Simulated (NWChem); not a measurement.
# C5H5, doublet; SMILES C1[CH]C=CC=1

All runs: NWChem. Spin-unrestricted. In the optimisation the excess spin sits in a" (Cs, its own frame). All runs use the structure optimised with PBE0/def2-SVP, spin-unrestricted. Not confirmed as a minimum by frequencies. No stability test was run on the SCF state. Level: M05-2X/def2-SVP with COSMO at NWChem's default radii, gas-phase geometry; the question gives the dielectric constant. Reactions with the solvent are ignored.

**Question.** Predict the results for dielectric constant 7.6. Quantities: electrostatic solvation energy (kcal/mol); dipole in solution (D).

**Answer.** 
```
Property                                   Result
-----------------------------------------  ------
electrostatic solvation energy (kcal/mol)    -2.6
dipole in solution (D)                       0.04
```
